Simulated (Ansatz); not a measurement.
C$_{3}$H$_{7}$BF$_{2}$O, SMILES `CC(C)OB(F)F`, relaxed with RKS PBE0-D4/def2-TZVP in Ansatz from a PBE-D4/def2-SVP geometry. The force threshold is 0.005 eV/Å; the program also tests the step.

Charge 0, multiplicity 1.

Start:

```xyz
14

C     1.529   -0.455   -0.136
C     0.153    0.202   -0.129
C    -0.504    0.242   -1.504
O    -0.701   -0.556    0.756
B    -1.254   -0.022    1.863
F    -2.029   -0.784    2.636
F    -1.063    1.254    2.233
H     2.221    0.097   -0.803
H     1.456   -1.502   -0.495
H     1.965   -0.468    0.882
H     0.241    1.238    0.268
H    -0.631   -0.785   -1.903
H     0.119    0.820   -2.217
H    -1.502    0.720   -1.451
```

```tsv
step	energy (eV)	largest force (eV/Å)	largest move (Å)
1	-11379.9257	0.561	0.000
2	-11379.9715	0.215	0.023
3	-11379.9763	0.041	0.008
4	-11379.9763	0.038	0.001
5 (rejected)	-11379.9760	0.105	0.006
6	-11379.9764	0.014	0.003
7	-11379.9764	0.004	0.003
```

End:

```xyz
14

C     1.516   -0.451   -0.140
C     0.155    0.208   -0.128
C    -0.496    0.238   -1.492
O    -0.694   -0.542    0.753
B    -1.248   -0.022    1.852
F    -2.018   -0.783    2.611
F    -1.065    1.239    2.234
H     2.192    0.091   -0.804
H     1.435   -1.482   -0.492
H     1.953   -0.460    0.861
H     0.245    1.228    0.258
H    -0.622   -0.777   -1.875
H     0.124    0.799   -2.194
H    -1.477    0.714   -1.445
```

It took 43 s on 4 threads of an Arm Neoverse V1 on a shared host, with 0.78 GiB of host memory at the peak.
